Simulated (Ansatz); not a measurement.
Species: C4H7ClSi, SMILES `C=C/C([SiH3])=C/Cl` (C–C–C–Si torsion 0°) (charge 0, multiplicity 1).

Q: Give a relaxed geometry from Ansatz (a program for electronic structure) with CAM-B3LYP-D3(BJ)/def2-TZVP.

A: One answer among several that fit: the end point of this relaxation, one of several conformers (outside a Z-matrix the atoms follow the SMILES, hydrogens last).
Z-matrix (Å, degrees):
```
C
C 1 1.3305
H 2 1.0821 1 123.51
C 1 1.4666 2 116.44 3 0.06
C 4 1.3268 1 127.12 2 179.68
H 5 1.0803 4 122.62 1 0.05
H 5 1.0810 6 116.92 4 179.99
H 4 1.0870 5 118.00 6 179.99
Cl 2 1.7265 3 112.31 1 179.98
Si 1 1.8825 2 119.60 3 -179.97
H 10 1.4756 1 110.33 2 179.60
H 10 1.4760 11 108.71 6 121.19
H 10 1.4761 11 108.71 6 -119.53
```
